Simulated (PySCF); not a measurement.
NICS in isomers of C4H7FN2Si.

Probes without a nucleus sit at each ring's centroid and 1 Å off its mean plane on both sides; NICS is minus the shielding there, NICSzz its component along the normal. Level: GIAO PBE0/pcSseg-1 (PySCF, non-relativistic, gas phase) on the GFN2-xTB geometries, one conformer each. Atom numbers follow the mapped SMILES.

Question: Order these rings by mean NICS(1)zz, lowest (most negative) first (ppm).
A. ring C2–C3–C5–N6–N7 in `[CH3:1][c:2]1[c:3]([F:4])[cH:5][n:6][n:7]1[SiH3:8]`
B. ring N3–C4–N5–C6–C7 in `[CH3:1][SiH2:2][n:3]1[cH:4][n:5][cH:6][c:7]1[F:8]`
C. ring C3–C4–N5–C6–N7 in `[F:1][CH2:2][c:3]1[cH:4][n:5][cH:6][n:7]1[SiH3:8]`

Answer: C (-29.3), A (-28.1), B (-26.4).

| SMILES | ring | NICS(0) | NICS(1) | NICS(1)zz | HOMA | rms pucker (Å) | ring atoms with four or more neighbours |
| --- | --- | --- | --- | --- | --- | --- | --- |
| FCc1cncn1[SiH3] | 5-membered ring with 2 N; formal bonds all aromatic | -11.7 | -11.0 | -29.3 | 0.88 | 0.00 | 0 |
| Cc1c(F)cnn1[SiH3] | 5-membered ring with 2 N; formal bonds all aromatic | -14.0 | -11.4 | -28.1 | 0.92 | 0.00 | 0 |
| C[SiH2]n1cncc1F | 5-membered ring with 2 N; formal bonds all aromatic | -12.7 | -10.0 | -26.4 | 0.87 | 0.00 | 0 |

NICS(0) gives another order. The isotropic NICS(1) gives another order. HOMA uses Krygowski's 1993 parameters. NICS(1) and NICS(1)zz are means over the two faces.
